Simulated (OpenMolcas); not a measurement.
## Kr3+: effect of the level shift or regulariser

```
Program             : OpenMolcas 26.06
Basis               : ANO-RCC [9s8p6d4f2g]
Scalar Hamiltonian  : DKH2, point nucleus
Active space        : 5 electrons in 9 orbitals (RAS2 4s 4p; RAS3 4d, at most 2 electrons)
State averaging     : 2S+1 = 4 odd, 1 root; 2S+1 = 2 odd, 11 roots; 2S+1 = 4 even, 3 roots; 2S+1 = 2 even, 9 roots
Spin-orbit coupling : state interaction with AMFI integrals over the reference wave functions, term energies averaged over their components
```

Methods on the same reference wave functions:
A. RASSCF
B. MS-RASPT2, IPEA 0.25 Eh, imaginary shift 0.1 Eh (closed shells correlated: 3d)
C. MS-RASPT2, IPEA 0.25 Eh, real shift 0.2 Eh (closed shells correlated: 3d)

Energies in eV above 4s² 4p³ ⁴S°_3/2, the measured ground level; measured values from Saloman, J. Phys. Chem. Ref. Data 36, 215 (2007).

| Level | A | B | C | Measured |
| --- | --- | --- | --- | --- |
| 4s² 4p³ ⁴S°_3/2 | 0.0000 | 0.0000 | 0.0000 | 0.0000 |
| 4s² 4p³ ²D°_3/2 | 2.6793 | 2.196 | 2.199 | 2.1124 |
| 4s² 4p³ ²D°_5/2 | 2.8491 | 2.363 | 2.366 | 2.3185 |
| 4s² 4p³ ²P°_1/2 | 4.4168 | 3.942 | 3.945 | 3.8505 |
| 4s² 4p³ ²P°_3/2 | 4.6353 | 4.169 | 4.172 | 4.1418 |
| 4s 4p⁴ ⁴P_5/2 | 14.5546 | 14.652 | 14.654 | 14.7245 |
| 4s 4p⁴ ⁴P_3/2 | 14.9641 | 15.064 | 15.065 | 15.1790 |
| 4s 4p⁴ ⁴P_1/2 | 15.1647 | 15.261 | 15.263 | 15.3876 |
| 4s 4p⁴ ²D_3/2 | 18.4812 | 18.174 | 18.177 | 18.0735 |
| 4s 4p⁴ ²D_5/2 | 18.5435 | 18.243 | 18.246 | 18.1816 |

Deviations, from unrounded energies. A percentage is the sum of absolute deviations over the sum of measured energies, with the sign that they share, or ± where signs differ.

```json
{"Against measurement": "mean absolute deviation (cm-1)", "Levels": "9", "A": "3200", "B": "650", "C": "660"}
{"Against measurement": "other terms of the ground configuration (%)", "Levels": "4", "A": "+17.4", "B": "+2.0", "C": "+2.1"}
{"Against measurement": "other configurations (%)", "Levels": "5", "A": "±1.7", "B": "±0.6", "C": "±0.6"}
```

B, C lie about equally close to measurement and A furthest from it. The largest miss of B in the table is 4s 4p⁴ ⁴P_1/2, by -1000 cm-1. The ranking rests on the paired levels alone, and a cruder setting can come out closer through cancelling errors.

Between B and C the level of the table that moves most is 4s² 4p³ ²P°_1/2, by 28 cm-1 (lowest in B, highest in C). Moves below CASPT2's spread within the term are not significant.

The mean deviations of B to C differ by less than CASPT2's widest spread within a term (69 cm-1), so their order carries little weight.

From A to B the spin-free energies of the other terms of 4s² 4p³ shown, above ⁴S°, scale by factors of 0.82 to 0.89.

The lowest spin-free term lies below A's lowest term by 0.237 hartree in B, 0.237 hartree in C.

CASPT2 breaks the degeneracy within a term, and the mean is taken; among the terms shown or strongly mixed into the levels shown the widest spread is 69 cm-1 (4s 4p⁴ ²D, B). The run also gave levels led by 4s² 4p² 4d, which use shells meant for correlation; these and all levels above them are left out. Some terms mix strongly with configurations of 4d, whose occupation reaches 0.27 (4s 4p⁴ ²D). Measured partners are found by configuration, term and J. A level has none where our copy of the source lacks it or the pairing is in doubt (some pairs that miss far off the trend of their configuration count as doubtful), and it then counts in no deviation. Only configurations of the active space appear. The table leaves out levels that lie high or whose names do not pair safely across all columns.

° marks odd parity.
